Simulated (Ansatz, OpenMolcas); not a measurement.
# Predicting a hybrid from its neighbours: GeH3Br

GeH3Br: 5 atoms, total charge 0, spin state singlet. As SMILES, `[GeH3][Br]`. Geometry: relaxed at PBE0-D4/def2-TZVP.

The vertical ionisation energy (to the doublet cation) y, in eV, basis aug-cc-pVDZ; a is the functional's share of exact exchange. Programs: Ansatz 0.2.0, OpenMolcas 26.06.

```
functional     program     a  y (eV)
    revPBE      Ansatz     0   10.36
       PBE      Ansatz     0   10.40
     B3LYP      Ansatz   0.2       ?
      PBE0      Ansatz  0.25   10.63
     BHLYP  OpenMolcas   0.5   10.66
```

Fit y = c + s·a to the known rows and predict B3LYP.


1. Means of the 4 rows: a = 0.1875, y = 10.512.
2. Σ(Δa)² = 0.17188, Σ(Δa·Δy) = 0.10313, so the slope is 0.10313/0.17188 = 0.60001.
3. Intercept: 10.512 − (0.60001) × 0.1875 = 10.399. The largest residual of the fit is 0.081.
4. B3LYP: 10.399 + (0.60001) × 0.2 = 10.52 eV.

The run gave 10.63 eV, so the prediction is off by -0.11 eV, about the largest residual. Spin-orbit coupling is left out.
